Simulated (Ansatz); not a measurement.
Consider the ligand exchange at a P–O bond: `PO[AsH2]` + H₂Se → `P[SeH]` + `O[AsH2]`.

Calculated with Ansatz (gas phase, PBE0-D4/def2-TZVP geometries, no zero-point term in ΔE). CCSD(T)/CBS adds triple-zeta CCSD(T) − MP2 to the extrapolated MP2 energy (def2 sets, frozen cores). DFT in def2-TZVPP. For As, Se outer-core shells are correlated without core-valence functions, which leaves a few kJ/mol of doubt a bond. Scalar relativity is left out up to krypton. Each species was taken in one conformer, which may not be the lowest.

Question: Is it downhill or uphill in electronic energy at CCSD(T)/CBS, and by how much? (Best estimate.)

Answer: The calculation gave: Downhill: ΔE = -7.7 kcal/mol.

Question: What do these levels give: LDA (SPW92), r2SCAN-D4, PBE0, r2SCANh, HF/def2-SVP, SCS-MP2/def2-QZVPP? (An estimate is asked.)

Answer: Computed: LDA (SPW92) -8.7, r2SCAN-D4 -8.9, PBE0 -9.9, r2SCANh -9.0, HF/def2-SVP -5.7, SCS-MP2/def2-QZVPP -6.7 kcal/mol.

Largest T1 diagnostic among the species: 0.013.

From BLYP to BHLYP (50 % exact exchange), in def2-TZVPP and without D4, ΔE moves by +1.2 kcal/mol. At CCSD(T), def2-SVP lies +1.5 kcal/mol from the extrapolated value and def2-TZVPP +0.6 kcal/mol.
